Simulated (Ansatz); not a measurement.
Steps of a relaxation of C$_{3}$H$_{6}$AlN, SMILES `N=[CH][Al]1[CH2][CH2]1` with RKS PBE0-D4/def2-TZVP.

```sh
$ ansatz run in.yaml --threads 4 --pin off --events-out ev --progress --plain --max-ram 10444MiB
```

```yaml
crystal:
  periodic: [false, false, false]
  atoms:
    - {symbol: N, position_ang: [0.070212, 2.928621, 0.960339]}
    - {symbol: C, position_ang: [0.802548, 2.102519, 0.294898]}
    - {symbol: Al, position_ang: [0.324486, 0.197723, -0.097756]}
    - {symbol: C, position_ang: [-0.925843, -1.269420, 0.042404]}
    - {symbol: C, position_ang: [0.414206, -1.623178, -0.737297]}
    - {symbol: H, position_ang: [-0.812632, 2.474003, 1.269451]}
    - {symbol: H, position_ang: [1.770801, 2.520728, -0.072361]}
    - {symbol: H, position_ang: [-1.845475, -1.303297, -0.573441]}
    - {symbol: H, position_ang: [-1.087319, -1.830902, 0.982809]}
    - {symbol: H, position_ang: [0.290907, -1.882641, -1.806204]}
    - {symbol: H, position_ang: [1.063409, -2.371157, -0.242141]}
basis:
  gaussian: {orbitals: def2-TZVP}
hamiltonian: {xc: pbe0, dispersion: d4}
relax: {f_tol: 0.005, max_steps: 150}
```

Positions (Å) and forces (eV/Å) along the path, 8 of 8 steps:

```xyz
11
step=1 energy=-11286.3531 eV
N     0.070    2.929    0.960    0.065   -1.055   -0.394
C     0.803    2.103    0.295   -0.076    0.594    0.240
Al    0.324    0.198   -0.098   -0.257   -0.361    0.015
C    -0.926   -1.269    0.042   -0.267    0.013    0.126
C     0.414   -1.623   -0.737    0.248   -0.117   -0.145
H    -0.813    2.474    1.269    0.552    0.299   -0.188
H     1.771    2.521   -0.072   -0.547   -0.162    0.234
H    -1.845   -1.303   -0.573    0.508   -0.006    0.299
H    -1.087   -1.831    0.983    0.118    0.275   -0.514
H     0.291   -1.883   -1.806    0.031    0.133    0.576
H     1.063   -2.371   -0.242   -0.376    0.388   -0.249
11
step=2 energy=-11286.4082 eV
N     0.071    2.898    0.949   -0.110   -0.314   -0.048
C     0.804    2.089    0.289    0.104    0.123   -0.004
Al    0.316    0.201   -0.093   -0.122   -0.254   -0.024
C    -0.924   -1.255    0.046   -0.076    0.040    0.038
C     0.414   -1.604   -0.731    0.120    0.030   -0.036
H    -0.800    2.444    1.251    0.156    0.147   -0.036
H     1.759    2.514   -0.065   -0.160   -0.069    0.056
H    -1.827   -1.304   -0.570    0.140    0.023    0.101
H    -1.076   -1.823    0.969    0.029    0.104   -0.136
H     0.282   -1.866   -1.785    0.016    0.051    0.162
H     1.046   -2.350   -0.240   -0.098    0.120   -0.073
11
step=3 energy=-11286.4154 eV
N     0.067    2.876    0.943   -0.021   -0.011   -0.004
C     0.805    2.072    0.288    0.020    0.008   -0.050
Al    0.314    0.193   -0.092   -0.002   -0.003    0.009
C    -0.922   -1.248    0.048   -0.029    0.044    0.022
C     0.418   -1.596   -0.730    0.038    0.022   -0.009
H    -0.802    2.429    1.244   -0.018    0.009    0.031
H     1.750    2.500   -0.069    0.026    0.005    0.016
H    -1.823   -1.287   -0.562   -0.006   -0.017   -0.022
H    -1.075   -1.805    0.970    0.011   -0.024    0.011
H     0.287   -1.852   -1.779   -0.018   -0.010   -0.018
H     1.047   -2.338   -0.242   -0.001   -0.023    0.013
11
step=4 energy=-11286.4155 eV
N     0.067    2.874    0.942   -0.034    0.012    0.010
C     0.807    2.071    0.287   -0.019    0.015   -0.026
Al    0.314    0.192   -0.092    0.004    0.002    0.007
C    -0.923   -1.248    0.049   -0.005    0.042    0.010
C     0.419   -1.597   -0.730    0.017    0.027    0.001
H    -0.804    2.431    1.244    0.010   -0.010    0.011
H     1.750    2.503   -0.066    0.043   -0.011    0.001
H    -1.824   -1.288   -0.561   -0.005   -0.018   -0.023
H    -1.075   -1.805    0.971    0.012   -0.025    0.011
H     0.287   -1.852   -1.780   -0.021   -0.010   -0.020
H     1.047   -2.340   -0.243   -0.002   -0.025    0.018
11
step=5 energy=-11286.4149 eV rejected
N     0.065    2.874    0.940    0.025    0.007    0.024
C     0.802    2.076    0.276    0.046   -0.024    0.096
Al    0.313    0.196   -0.096   -0.003    0.017   -0.019
C    -0.922   -1.244    0.050   -0.016    0.002    0.006
C     0.419   -1.593   -0.731    0.012   -0.013   -0.001
H    -0.804    2.429    1.245   -0.034    0.001   -0.042
H     1.759    2.500   -0.052   -0.027    0.020   -0.062
H    -1.821   -1.296   -0.562   -0.015    0.002    0.000
H    -1.067   -1.806    0.970   -0.005   -0.003    0.013
H     0.279   -1.855   -1.778    0.008    0.001   -0.015
H     1.042   -2.339   -0.241    0.012   -0.010    0.000
11
step=6 energy=-11286.4160 eV
N     0.064    2.871    0.941   -0.019    0.012    0.011
C     0.808    2.073    0.285   -0.002    0.000   -0.012
Al    0.316    0.194   -0.093    0.004   -0.010   -0.002
C    -0.923   -1.244    0.050   -0.001    0.019    0.001
C     0.419   -1.595   -0.730    0.004    0.006    0.003
H    -0.805    2.424    1.241    0.005    0.001    0.003
H     1.754    2.506   -0.062    0.012   -0.004    0.001
H    -1.823   -1.290   -0.561    0.001   -0.007   -0.006
H    -1.071   -1.803    0.972    0.006   -0.007    0.002
H     0.283   -1.851   -1.779   -0.008   -0.002   -0.005
H     1.044   -2.342   -0.243   -0.003   -0.007    0.005
11
step=7 energy=-11286.4160 eV
N     0.063    2.872    0.941    0.000    0.002   -0.001
C     0.808    2.074    0.285   -0.005    0.000    0.003
Al    0.317    0.195   -0.093    0.005   -0.002   -0.003
C    -0.922   -1.242    0.050   -0.004    0.003   -0.002
C     0.419   -1.595   -0.730    0.001   -0.004    0.002
H    -0.807    2.423    1.239    0.002    0.001    0.000
H     1.756    2.506   -0.060    0.000   -0.001    0.001
H    -1.822   -1.291   -0.561    0.000   -0.001    0.002
H    -1.069   -1.803    0.972    0.001    0.001    0.001
H     0.281   -1.852   -1.779    0.000    0.002    0.000
H     1.041   -2.344   -0.243    0.000    0.000   -0.002
11
step=8 energy=-11286.4160 eV
N     0.062    2.871    0.941   -0.002    0.004    0.001
C     0.808    2.074    0.284   -0.002    0.000    0.000
Al    0.319    0.195   -0.094    0.002   -0.004    0.003
C    -0.922   -1.242    0.050   -0.004    0.004   -0.002
C     0.420   -1.595   -0.730    0.000   -0.004    0.002
H    -0.807    2.421    1.239    0.002    0.000    0.000
H     1.755    2.507   -0.060    0.000   -0.001    0.001
H    -1.822   -1.290   -0.560    0.001   -0.002    0.001
H    -1.069   -1.802    0.972    0.002    0.004    0.000
H     0.281   -1.850   -1.779    0.000   -0.002   -0.004
H     1.040   -2.346   -0.243    0.001    0.002   -0.002
```

Hardware: 4 threads of a server CPU on a shared host. Wall time 19 s, peak host memory 0.48 GiB.
